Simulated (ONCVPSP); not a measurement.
# Configuration tests for boron (B) (ONCV)

| Property | Result |
| --- | --- |
| Element | B (Z = 5) |
| Generator | ONCVPSP 4.0.1 |
| Type | optimised norm-conserving Vanderbilt (ONCV) |
| Functional | LDA (Perdew-Zunger) |
| Relativity | scalar-relativistic |
| Frozen core | [He] |
| Valence charge | 3 |
| Reference configuration | 2s2 2p1 |
| Partial waves | 2s: rc 1.35 bohr, ncon 4, nbas 8, qcut 4.6 1/bohr, local; 2p: rc 3.20 bohr, ncon 4, nbas 7, qcut 4.1 1/bohr, 3 projectors, debl 1.7 Ha; d scattering state at 0.44 Ha: rc 3.45 bohr, ncon 4, nbas 7, qcut 2.8 1/bohr, 1 projector |
| Local potential | the s channel |
| Core correction | polynomial model core, fcfact 0.5 |

Energies are relative to the spin-unpolarised reference configuration 2s2 2p1; without spin polarisation the order of configurations can differ from experiment.

Q: Give the all-electron excitation energy and the error of the potential for: 2s2 2p0; 2s1 2p0; 2s2 2p0.5; 2s1 2p2.

A:

| valence configuration | charge | ΔE all-electron (eV) | error AE − PS (meV) |
| --- | --- | --- | --- |
| 2s2 2p0 | +1 | 8.327 | +119 |
| 2s1 2p0 | +2 | 33.631 | +356 |
| 2s2 2p0.5 | +0.5 | 2.943 | +19 |
| 2s1 2p2 | 0 | 5.686 | -19 |

Levels in the configuration 2s2 2p0:

| level | all-electron (eV) | pseudo (eV) |
| --- | --- | --- |
| 2s | -19.417 | -19.232 |
